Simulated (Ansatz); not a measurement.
```yaml
crystal:
  periodic: [false, false, false]
  atoms:
    - {symbol: Si, position_ang: [-0.181312, 2.338641, 0.254410]}
    - {symbol: Si, position_ang: [0.579839, 0.481967, 1.454811]}
    - {symbol: Si, position_ang: [-0.391562, -1.461196, 0.593998]}
    - {symbol: Ge, position_ang: [0.039000, -1.609903, -1.742543]}
    - {symbol: H, position_ang: [-1.664800, 2.420455, 0.334402]}
    - {symbol: H, position_ang: [0.397364, 3.601186, 0.787498]}
    - {symbol: H, position_ang: [0.207859, 2.200443, -1.174898]}
    - {symbol: H, position_ang: [0.254384, 0.639236, 2.900480]}
    - {symbol: H, position_ang: [2.060544, 0.383293, 1.317943]}
    - {symbol: H, position_ang: [-1.864387, -1.417828, 0.813041]}
    - {symbol: H, position_ang: [0.145888, -2.670080, 1.278720]}
    - {symbol: H, position_ang: [-0.651811, -0.451307, -2.481128]}
    - {symbol: H, position_ang: [-0.481347, -2.935888, -2.322638]}
    - {symbol: H, position_ang: [1.550340, -1.519029, -2.014076]}
basis:
  gaussian: {orbitals: def2-SVPD}
total_charge: 1
magnetization: {spin_polarized: false, initial_magnetization: 1}
hamiltonian: {xc: {name: RPBE}}
output: {forces: true}
```

```sh
$ ansatz run in.yaml --threads 8 --pin off --events-out ev --progress --plain --max-ram 18278MiB
```

Shortened log:

```
Functional definition: RPBE
  name "RPBE"
  cite "Hammer, Hansen & Nørskov, Phys. Rev. B 59, 7413 (1999) doi:10.1103/PhysRevB.59.7413"
  cite "Perdew, Burke & Ernzerhof, Phys. Rev. Lett. 77, 3865 (1996) doi:10.1103/PhysRevLett.77.3865"
  parameter kappa = 0.804
  parameter beta = 0.06672455060314922
  exchange = rpbe_x(kappa = kappa, mu = beta*pi^2/3)
  correlation = pbe_c(beta = beta)
1733 factors; their error is unknown
mean field evaluation 1: about -80283.3333 eV, gradient 2.5e1 eV
mean field evaluation 2: about -80281.2180 eV, gradient 3.2e1 eV
mean field evaluation 4: about -80284.6834 eV, gradient 9.5e0 eV
mean field evaluation 8: about -80285.0018 eV, gradient 5.3e0 eV
mean field evaluation 16: about -80285.3085 eV, gradient 7.9e-2 eV
mean field -80285.27245229 eV, -2950.4293433093 hartree, gradient 3.7e-5 eV, S^2 0.750000; 12 other end points of the search recorded, 0 dependent functions left out
the calculation of the forces begins
reference -80285.27251651 eV, -2950.4293456694 hartree; 42, 41 occupied and 148, 149 virtual orbitals, 1733 factors
Total energy: -80285.27251651 eV, -2950.4293456694 hartree
Atom 0 at    -0.181312     2.338641     0.254410 Å, force    -0.844870     0.587993    -1.065947 eV/Å
Atom 1 at     0.579839     0.481967     1.454811 Å, force     1.304619     1.079351     0.697781 eV/Å
Atom 2 at    -0.391562    -1.461196     0.593998 Å, force    -1.232889    -1.323438     0.075625 eV/Å
Atom 3 at     0.039000    -1.609903    -1.742543 Å, force     0.661379     0.557460    -1.470378 eV/Å
Atom 4 at    -1.664800     2.420455     0.334402 Å, force    -0.232142    -0.138284     0.119079 eV/Å
Atom 5 at     0.397364     3.601186     0.787498 Å, force     0.407180     0.070115     0.498179 eV/Å
Atom 6 at     0.207859     2.200443    -1.174898 Å, force     0.154765    -0.191645    -0.181358 eV/Å
Atom 7 at     0.254384     0.639236     2.900480 Å, force    -0.170584    -0.378176     0.287692 eV/Å
Atom 8 at     2.060544     0.383293     1.317943 Å, force     0.213188    -0.097989    -0.046017 eV/Å
Atom 9 at    -1.864387    -1.417828     0.813041 Å, force    -0.215666     0.062735     0.051804 eV/Å
Atom 10 at     0.145888    -2.670080     1.278720 Å, force     0.207823    -0.014868     0.377974 eV/Å
Atom 11 at    -0.651811    -0.451307    -2.481128 Å, force    -0.158865     0.205763     0.119837 eV/Å
Atom 12 at    -0.481347    -2.935888    -2.322638 Å, force    -0.283166    -0.441683     0.371887 eV/Å
Atom 13 at     1.550340    -1.519029    -2.014076 Å, force     0.189226     0.022665     0.163840 eV/Å
Dipole moment:     0.002147     0.209756     0.445347 e Å
```

Run time 13 s (8 threads of an Arm Neoverse V1 on a shared host); peak host memory 0.71 GiB.
